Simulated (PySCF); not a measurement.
Species: `SCc1ccccc1`. The columns A, B, C and D hold Mulliken, IAO, Hirshfeld and ESP-fitted charges (e) of one PBE0/pcSseg-1 density (PySCF), in a shuffled order. Coordinates in Å (GFN2-xTB); the density's dipole moment is (0.91, 0.67, 1.11) D.

| atom | x | y | z | A | B | C | D |
| --- | --- | --- | --- | --- | --- | --- | --- |
| S1 | -2.727 | -0.601 | -1.352 | -0.070 | -0.076 | -0.297 | -0.124 |
| C2 | -1.835 | -0.897 | 0.232 | -0.068 | -0.330 | -0.393 | -0.216 |
| C3 | -0.454 | -0.334 | 0.185 | -0.003 | +0.001 | +0.196 | -0.292 |
| C4 | 0.571 | -1.036 | -0.439 | -0.051 | -0.151 | -0.353 | +0.012 |
| C5 | 1.844 | -0.502 | -0.507 | -0.046 | -0.147 | -0.035 | -0.077 |
| C6 | 2.108 | 0.740 | 0.045 | -0.050 | -0.155 | -0.172 | -0.076 |
| C7 | 1.091 | 1.450 | 0.660 | -0.049 | -0.148 | -0.120 | -0.076 |
| C8 | -0.185 | 0.918 | 0.725 | -0.054 | -0.164 | -0.199 | -0.018 |
| H9 | -2.577 | 0.722 | -1.348 | +0.047 | +0.090 | +0.225 | +0.135 |
| H10 | -1.826 | -1.982 | 0.334 | +0.052 | +0.166 | +0.249 | +0.167 |
| H11 | -2.433 | -0.458 | 1.030 | +0.044 | +0.155 | +0.143 | +0.158 |
| H12 | 0.363 | -2.003 | -0.873 | +0.048 | +0.151 | +0.207 | +0.067 |
| H13 | 2.634 | -1.057 | -0.993 | +0.052 | +0.154 | +0.121 | +0.092 |
| H14 | 3.104 | 1.155 | -0.005 | +0.050 | +0.153 | +0.138 | +0.090 |
| H15 | 1.290 | 2.421 | 1.089 | +0.051 | +0.154 | +0.134 | +0.091 |
| H16 | -0.977 | 1.476 | 1.205 | +0.047 | +0.146 | +0.156 | +0.067 |

Which column most likely holds the ESP-fitted charges?

C. Σ q r misses the density's dipole by 0.09 D (C), 0.93 D (B), 0.94 D (D), 1.13 D (A). Charges fitted to the outside potential are the only set here that is tied to the molecule's multipoles.

And the Hirshfeld charges?

A. The mean sizes are 0.049 e (A), 0.110 e (D), 0.146 e (B), 0.196 e (C), and Hirshfeld charges are commonly the smallest of these schemes.

As computed, A = Hirshfeld, B = IAO, C = ESP-fitted, D = Mulliken. Hydrogens on carbon: Hirshfeld +0.04 to +0.05, IAO +0.15 to +0.17, ESP-fitted +0.12 to +0.25, Mulliken +0.07 to +0.17 e.

The IAO scheme projects the occupied orbitals on a minimal set of polarised atomic orbitals and counts the electrons in each atom's part of it. The ESP scheme fits charges at the nuclei, held to the total charge, to the electrostatic potential on points at 1.4 to 2.0 times the van der Waals radii.

One conformer (not necessarily the lowest) at the GFN2-xTB geometry, without solvent, vibrations or thermal averaging.

The values belong to the conformer `[SH:1][CH2:2][c:3]1[cH:4][cH:5][cH:6][cH:7][cH:8]1`: S1–C2–C3–C4 -81°, H–S1–C2–C3 -56°.
